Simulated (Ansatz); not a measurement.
BFH4OSSi can be A, `OB(F)[SiH2]S`, or B, `FB(S)O[SiH3]`.

Computed with Ansatz on PBE0-D4/def2-TZVP structures; ΔE is electronic, products minus reactants. CCSD(T)/CBS is the MP2 limit (def2-TZVPP, def2-QZVPP) plus CCSD(T) − MP2 in def2-TZVPP, frozen cores. DFT in def2-TZVPP. B3LYP here is the variant with VWN-RPA as its local correlation; programs differ in this. Each species was taken in one conformer, which may not be the lowest.

A:

Z-matrix (Å, degrees):
```
Si
S 1 2.143
B 1 2.031 2 109.7
H 1 1.485 2 106.9 3 121.3
H 1 1.490 2 112.0 3 -121.4
H 2 1.344 1 93.5 3 28.9
F 3 1.336 1 121.0 2 163.1
O 3 1.348 1 120.0 2 -18.2
H 8 0.965 3 113.7 1 -178.8
```

B:

```xyz
9

F    -0.5808    0.6745    2.3413
B    -0.1657    0.0880    1.2245
S     0.6669   -1.5266    1.3176
O    -0.3786    0.7156    0.0563
Si   -0.0899    0.4641   -1.5515
H     0.5832   -1.6185    2.6537
H    -1.3956    0.4348   -2.2498
H     0.7349    1.5901   -2.0464
H     0.6257   -0.8220   -1.7458
```

(1) Which is lower in electronic energy at CCSD(T)/CBS, and by how much? (Estimate.)

(2) Give E(B) − E(A) in kcal/mol with HF/def2-TZVPP, CCSD/def2-TZVPP, B2PLYP, PBE-D4, B3LYP-D4, ωB97M-V, r2SCAN-D4. (Estimate.)

Largest T1 diagnostic: 0.013.

## Answers

(1) Computed: B, by 26.6 kcal/mol.

(2) Computed: HF/def2-TZVPP -32.1, CCSD/def2-TZVPP -27.7, B2PLYP -27.8, PBE-D4 -21.9, B3LYP-D4 -27.0, ωB97M-V -26.8, r2SCAN-D4 -26.4. None reverses the order clearly.

In def2-TZVPP, CCSD(T) changes the Hartree–Fock value by +5.0 kcal/mol (the triples alone add +0.6 kcal/mol) and MP2 by +3.7 kcal/mol. From PBE to PBE0 (25 % exact exchange), in def2-TZVPP and without D4, E(B) − E(A) moves by −1.8 kcal/mol.
